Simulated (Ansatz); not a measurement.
**Which is lower?**

The two ends of one reaction step of SiNH$_{9}$O$_{2}$, singlet (PBE0-D4/def2-TZVP).

A:

Si1  (0.807, 0.650, 1.722)
N2  (0.854, -0.386, 0.332)
H3  (1.935, 1.618, 1.833)
H4  (-0.462, 1.419, 1.676)
H5  (0.828, -0.221, 2.927)
H6  (-0.963, 0.065, -1.877)
O7  (-0.282, 0.695, -2.178)
H8  (-0.869, -1.103, -0.164)
O9  (-1.659, -1.220, -0.732)
H10  (0.831, 0.075, -0.578)
H11  (1.565, -1.104, 0.332)
H12  (-0.169, 0.536, -3.116)
H13  (-2.417, -1.024, -0.178)
(Å)

B:

Si1  (0.637, 1.089, 0.654)
N2  (0.487, -1.124, 0.610)
H3  (0.727, 2.604, 0.560)
H4  (-0.422, 0.944, 1.693)
H5  (2.014, 0.776, 1.132)
H6  (-1.101, -0.358, -1.411)
O7  (0.224, 0.841, -0.971)
H8  (-0.396, -1.430, 0.195)
O9  (-1.653, -1.159, -1.347)
H10  (1.236, -1.524, 0.056)
H11  (0.563, -1.489, 1.551)
H12  (0.243, 1.682, -1.434)
H13  (-2.560, -0.852, -1.288)
(Å)

Computed with Ansatz 0.2.0 (basis: def2-TZVPP); correlated methods freeze the cores. B3LYP uses VWN-RPA correlation.

**Question.** Which structure is lower at CCSD(T), and by how much? (Judge from chemistry; the value comes from the calculation.)

**Answer.** The calculation gives: B, by 6.48 kcal/mol (electronic energy, against the other). By their contacts, A is a complex of SiNH₅ ([NH2][SiH3]) + H₂O + H₂O and B is a complex of SiNH₇O ([NH3][SiH3][OH]) + H₂O.

All methods give the same order:

```csv
method,E(B) − E(A) (kcal/mol)
SPW92,-8.62
PBE-D4,-6.09
BLYP-D4,-4.96
r2SCAN-D4,-7.40
B97M-V,-8.34
PBE0-D4,-6.40
B3LYP-D4,-5.31
r2SCAN0-D4,-7.32
BHLYP-D4,-5.87
CAM-B3LYP-D4,-5.68
wB97X-V,-6.57
wB97M-V,-7.03
B2PLYP,-5.37
PBE-QIDH,-6.85
RPA on PBE,-6.46
HF,-3.36
MP2,-6.64
CCSD,-6.12
CCSD(T),-6.48
```

The T1 diagnostic stays at or below 0.010.

Labels in which every atom is bracketed show which atoms are joined, not bond orders.

For scale, one of the runs: CCSD(T)/def2-TZVPP, 261 basis functions, launched by `ansatz run in.yaml --threads 8 --pin off --events-out ev --progress --plain --max-ram 19148MiB`. Hardware: 8 CPU threads of an Intel Xeon, shared host. Wall time 110 s; peak host memory 6.4 GiB.
